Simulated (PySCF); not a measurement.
W(NMe)Me4, C5H15NW (singlet state).
Bonds: W1–N2, W1–C7, W1–C11, W1–C15, W1–C19, N2–C3. Hydrogens: H4, H5, H6 on C3; H8, H9, H10 on C7; H12, H13, H14 on C11; H16, H17, H18 on C15; H20, H21, H22 on C19.

Level of theory: PBE0-D3(BJ)/def2-SVP geometry optimisation, gas phase, def2 core potentials past Kr (PySCF 2.14.0).

**Question.** How far are the bound atoms from W1?

**Answer.** 5 atoms: N2 1.730 Å, C19 2.133 Å, C7 2.149 Å, C11 2.167 Å, C15 2.203 Å. The nearest atom not counted as bound is H20, at 2.58 Å.

**Question.** List the angles at W1.

**Answer.** 
```tsv
angle	degrees	distance of the outer atoms (Å)
C11–W1–C19	144.4	4.09
C7–W1–C15	135.5	4.03
N2–W1–C7	117.7	3.33
N2–W1–C19	107.4	3.12
N2–W1–C15	105.0	3.13
C7–W1–C19	100.8	3.30
N2–W1–C11	99.9	3.00
C7–W1–C11	85.8	2.94
C15–W1–C19	76.6	2.69
C11–W1–C15	74.5	2.65
```

**Question.** Describe the arrangement about W1 in numbers.

**Answer.** τ5 = (β − α)/60° = 0.15 from the two widest angles, 144.4° and 135.5° (0 for a square pyramid, 1 for a trigonal bipyramid). The W–C distances aren't all alike: 2.133 to 2.203 Å.

**Question.** What are the other bond lengths?

**Answer.** N2–C3 1.414 Å; C3–H4, C3–H5, C3–H6 1.103 Å; C7–H8, C19–H20 1.111 Å; C7–H9 and 9 like bonds 1.102 Å.

**Question.** Give some angles away from the centre.

**Answer.** W1–N2–C3 177.2°.

**Question.** What are the rotational constants (commonest isotopes, rigid rotor)?

**Answer.** A = 1792, B = 1389, C = 1332 MHz: an asymmetric top.

Point group: C1 (no symmetry element, even within 0.4 Å). Charge 0, singlet. Whether it is a minimum is left open (no frequencies).

Time: 6.5 min; peak memory 0.88 GiB. Hardware: Arm Neoverse V2, one thread (shared host). That covers the optimisation of the geometry.
